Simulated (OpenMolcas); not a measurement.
**Computed transition rates of neutral selenium**

```yaml
Program: OpenMolcas 26.06
Method: RASSCF
Basis: ANO-RCC-VQZP [7s6p4d2f1g]
Scalar_Hamiltonian: DKH2, point nucleus
Active_space: 6 electrons in 9 orbitals (RAS2 4s 4p; RAS3 4d, at most 2 electrons)
State_averaging: 2S+1 = 3 even, 3 roots; 2S+1 = 1 even, 6 roots
Spin-orbit_coupling: state interaction with AMFI integrals over the reference wave functions, term energies averaged over their components
```

Rates come from the transition moments of the reference wave functions (E1 and E2 in the length form). At fixed line strength A goes as λ^-3 for E1 and M1 and as λ^-5 for E2, so a rate at the computed wavelength can be rescaled to the measured one. Measured vacuum wavelengths follow from level energies in NIST Handbook of Basic Atomic Spectroscopic Data. Branching counts decays inside the model space alone, at computed energies, and the table is only a selection of the E2 and M1 lines, drawn from those between levels with measured partners whose computed energy lies within a factor of 1.5 of the measured one.

| Upper | Lower | Type | λ computed (nm) | λ measured (nm) | A computed (s-1) | A rescaled (s-1) | Branching % |
| --- | --- | --- | --- | --- | --- | --- | --- |
| 4s2 4p4 1S0 | 4s2 4p4 3P1 | M1 | 452.4 | 488.8 | 6.94e+00 |  | 77.0 |
| 4s2 4p4 1S0 | 4s2 4p4 1D2 | E2 | 787.1 | 777 | 1.95e+00 | 2.08e+00 | 21.6 |
| 4s2 4p4 1D2 | 4s2 4p4 3P2 | M1 | 893.2 | 1044 | 6.34e-01 |  | 82.3 |
| 4s2 4p4 3P1 | 4s2 4p4 3P2 | M1 | 5569 | 5026 | 1.29e-01 | 1.75e-01 | 100.0 |
| 4s2 4p4 1D2 | 4s2 4p4 3P1 | M1 | 1064 | 1318 | 1.27e-01 |  | 16.4 |
| 4s2 4p4 1S0 | 4s2 4p4 3P2 | E2 | 418.4 | 445.5 | 1.21e-01 |  | 1.3 |
| 4s2 4p4 3P0 | 4s2 4p4 3P1 | M1 | 17250 | 18350 | 1.04e-02 | 8.64e-03 | 98.9 |
| 4s2 4p4 1D2 | 4s2 4p4 3P2 | E2 | 893.2 | 1044 | 9.47e-03 |  | 1.2 |
| 4s2 4p4 3P0 | 4s2 4p4 3P2 | E2 | 4210 | 3946 | 1.16e-04 | 1.60e-04 | 1.1 |

Spin-changing lines and M1 lines between different terms are not rescaled, since their strength hangs on the term gaps too.

The largest correction is for 4s2 4p4 3P0 → 4s2 4p4 3P2 (E2): 1.16e-04 × (4210 / 3946)^5 = 1.60e-04 s-1, a factor of 1.38.

No measured rate stands beside these. Rescaling mends the energy factor alone: line strengths can still be far off where a level mixes with configurations outside the active space, and weak or spin-changing lines hang on small mixing coefficients that depend on the term gaps too, so rescaling need not improve them.

Without dynamic correlation excited terms often stand tens of per cent too high (terms of higher spin than the ground term too low), and those without a measured partner can miss by more than the paired ones. Active for correlation alone: 4d; no level in the range computed is led by a configuration that fills it, so any true level of that kind is missing. Computed and measured levels are paired by configuration, term and J; levels that our copy of the source lacks, or whose pairing is in doubt (as where it misses far off the trend of its configuration), stay unpaired. Only configurations of the active space appear.
